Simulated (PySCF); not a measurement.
B(OMe)(SH)2 (CH5BOS2), SMILES B(S)(S)OC.

Coordinates come from a PBE0-D3(BJ)/def2-SVP optimisation. This is a generated structure with no PubChem entry under its InChIKey; it may be hypothetical. One conformer was computed; it need not be the lowest.

Calculation: PySCF with B3LYP/def2-TZVP.

Symmetry labels are those of the subgroup Cs that the program uses (full group Cs).

Question: List the valence orbital energies around the gap with their symmetry. (Estimate from the structure and the level; the computed values follow.)

Answer: 
```csv
orbital,symmetry,energy (eV)
HOMO−7,A',-12.40
HOMO−6,A',-11.44
HOMO−5,A',-9.87
HOMO−4,A',-9.65
HOMO−3,A",-9.56
HOMO−2,A',-8.56
HOMO−1,A",-7.80
HOMO,A",-7.07
LUMO,A',-0.14
LUMO+1,A",0.03
LUMO+2,A',0.70
LUMO+3,A',0.92
```
